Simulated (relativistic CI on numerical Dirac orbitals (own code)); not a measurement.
**Hyperfine structure of Ta⁶⁵⁺, mass number 181**

Method of calculation: Dirac-Coulomb-Breit CI, separate exchange-only KLI orbitals for each configuration, model QED, unscaled Slater integrals (own radial code, finite nucleus).

CI space (outside the closed core 1s2): 2s2.2p4, 2s.2p5, 2p6, 2p5.3s, 2p5.3p, 2s2.2p3.3s, 2p5.3d, 2s2.2p3.3p, 2s2.2p3.3d, 2s.2p4.3s, 2s.2p4.3p, 2s.2p4.3d, 2s2.2p3.4s, 2s2.2p3.4p, 2s2.2p3.4d, 2s2.2p3.4f. Levels of other configurations are missing.

Nuclear spin I = 7/2, μ = 2.365 μN, Q = 3.17 b (tables of Stone and Pyykkö). The electronic factors are computed for point nuclear moments, without core polarisation or the Bohr-Weisskopf and QED corrections.

```json
{"Level": "2s2.2p4 3P_2", "E (eV)": "0.00", "A (GHz)": "534.5", "B (GHz)": "260"}
{"Level": "2s2.2p4 3P_1", "E (eV)": "1314.54", "A (GHz)": "-511.5", "B (GHz)": "-2470"}
{"Level": "2s2.2p4 1D_2", "E (eV)": "1333.48", "A (GHz)": "1592", "B (GHz)": "-5210"}
{"Level": "2s.2p5 3P°_2", "E (eV)": "1714.56", "A (GHz)": "4093", "B (GHz)": "-4920"}
{"Level": "2s.2p5 1P°_1", "E (eV)": "1797.79", "A (GHz)": "-3011", "B (GHz)": "-2060"}
{"Level": "2s.2p5 3P°_1", "E (eV)": "3079.32", "A (GHz)": "9743", "B (GHz)": "-407"}
```

Levels with J = 0, under 50 % of one LS term, or S terms without an open s electron are left out. Small factors come from cancelling terms and can be off by tens of per cent or more.

At this charge energies of transitions that change n are usually good to better than 1 %, and those within a shell (Δn = 0) to a few per cent.

Give the hyperfine levels of 2s2.2p4 3P_2 relative to its centre of gravity.

With K = F(F + 1) − I(I + 1) − J(J + 1), E = AK/2 + B[¾K(K + 1) − I(I + 1)J(J + 1)]/[2I(2I − 1)J(2J − 1)]: F = 3/2: -4672, F = 5/2: -3451, F = 7/2: -1678, F = 9/2: 713.7, F = 11/2: 3807 GHz.

LS names give the leading component of a level, which can be under half, so a name can repeat, a term be missing and a line seem to break the LS rules.
